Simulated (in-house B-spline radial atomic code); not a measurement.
Radial electron density of Eu VII (Eu6+), [Kr] 4d10 4f4 5s2 5p4 9s1. Computed with an all-electron radial atomic-structure program (B-spline basis): Dirac-Hartree-Fock, average of configuration, Fermi nucleus of rms radius 5.1115 fm.

Columns: r (bohr), 4πr²n(r) (electrons per bohr), bar.

```
0.000845    2.955 #
 0.00108    4.439 ##
 0.00138    6.609 ###
 0.00176    9.708 ####
 0.00225    14.12 ######
 0.00287    20.12 ########
 0.00367    28.16 ###########
 0.00469    38.29 ###############
 0.00599    50.23 ####################
 0.00765    63.05 #########################
 0.00977     74.9 ##############################
  0.0125     83.3 #################################
  0.0159    85.85 ##################################
  0.0204    82.43 #################################
   0.026     76.9 ##############################
  0.0332    76.31 ##############################
  0.0424    86.19 ##################################
  0.0542    102.6 #########################################
  0.0693      111 ############################################
  0.0885    101.2 ########################################
   0.113    85.41 ##################################
   0.144    86.23 ##################################
   0.184    97.56 #######################################
   0.236    85.92 ##################################
   0.301    53.28 #####################
   0.384    39.02 ###############
   0.491    45.94 ##################
   0.627    41.19 ################
   0.801    23.95 #########
    1.02    12.95 #####
    1.31     8.18 ###
    1.67    4.086 ##
    2.13    1.134 
    2.72   0.1355 
    3.48  0.07456 
    4.44 0.0002867 
    5.68   0.1018 
    7.25 0.0002844 
    9.26   0.1886 
    11.8   0.1075 
    15.1 0.005902 
    19.3 3.223e-05 
    24.7 1.252e-08 
    31.5 1.484e-10
```

On this grid the curve has 6 maxima, near 0.0159, 0.0693, 0.184, 0.491, 5.68, 9.26 bohr.

The 5p3/2 radial function P(r) = rR(r), positive near the nucleus, with its small component Q(r) (sign convention: Q ≈ (P' + κP/r)/2c):

```
r (bohr)         P           Q
 0.00138  0.001258  -0.0001469
 0.00225  0.003169  -0.0003706
 0.00367  0.007849  -0.0009204
 0.00599   0.01891   -0.002227
 0.00977   0.04338   -0.005154
  0.0159   0.09164    -0.01108
   0.026      0.17    -0.02136
  0.0424    0.2442    -0.03388
  0.0693    0.1935    -0.03803
   0.113   -0.1045     -0.0184
   0.184    -0.361     0.01477
   0.301   0.06868     0.01663
   0.491    0.5414    -0.00989
   0.801   -0.2725   -0.008686
    1.31    -1.009    0.005666
    2.13   -0.4707    0.004153
    3.48  -0.03843   0.0003769
```
